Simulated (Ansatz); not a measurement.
Relaxed structures of SiH4BrO (charge +1), singlet (PBE0-D4/def2-TZVP; forces vanish, vibrations not checked; lower isomers may exist, and structures with a doubtful reference or unclear bonds are left out; Å). Ansatz 0.2.0; basis: def2-TZVPP; cores frozen in the correlated methods. Filled d shells of the heavier atoms are correlated. The def2 sets are not built for correlating such inner shells, so the correlated values are less sure here.

Q: Rank them by CCSD(T) energy, lowest first, and give each one's height above the lowest. Links in brackets join atoms within 1.22 times the sum of their covalent radii (1.1 for two metals). (Judge from chemistry; the value comes from the calculation.)
A.
SiH₄BrO ([OH2][SiH2][Br]), total charge +1
```
7
angstrom
O -0.8504 0.2198 -0.6013
Si 0.7224 0.0539 0.3280
Br 0.5497 -1.6939 1.5646
H -1.0627 -0.3586 -1.3518
H -1.6642 0.5332 -0.1742
H 0.6750 1.3301 1.0518
H 1.6302 -0.0846 -0.8172
```
B.
SiH₄BrO ([OH2][Si][BrH2]), total charge +1
```
7
angstrom
O -1.4947 -0.4140 -0.4500
Si -0.2976 -1.2858 0.8222
Br 1.5025 0.2063 0.6112
H -1.6472 -0.7607 -1.3408
H -2.2458 0.1279 -0.1685
H 1.7114 1.6610 1.0244
H 2.4961 0.4978 -0.5106
```
C.
SiH₄BrO ([OH2][SiH][BrH]), total charge +1
```
7
angstrom
O -0.8788 0.1001 -0.5248
Si 0.9306 0.1324 0.1237
Br 0.7413 -2.0741 1.5025
H -1.0843 -0.1446 -1.4377
H -1.6576 0.4698 -0.0853
H 0.3934 0.8251 1.3553
H 0.0968 -1.6548 2.7108
```

A: The calculation gives: A (0.00 kcal/mol), C (47.87 kcal/mol), B (149.44 kcal/mol). Heights count from the lowest.

T1 diagnostic: at most 0.016. The restricted Hartree–Fock reference is unstable towards an unrestricted one at one or more of these structures. A large double-excitation amplitude points to some diradical character; no triplet was computed.

For scale, one of the runs: CCSD(T)/def2-TZVPP, 177 basis functions, launched by `ansatz run in.yaml --threads 2 --pin off --events-out ev --progress --plain --max-ram 4352MiB`. The run took 71 s on 2 CPU threads of an Arm Neoverse V1 (shared host), with 1.6 GiB of host memory at its peak.
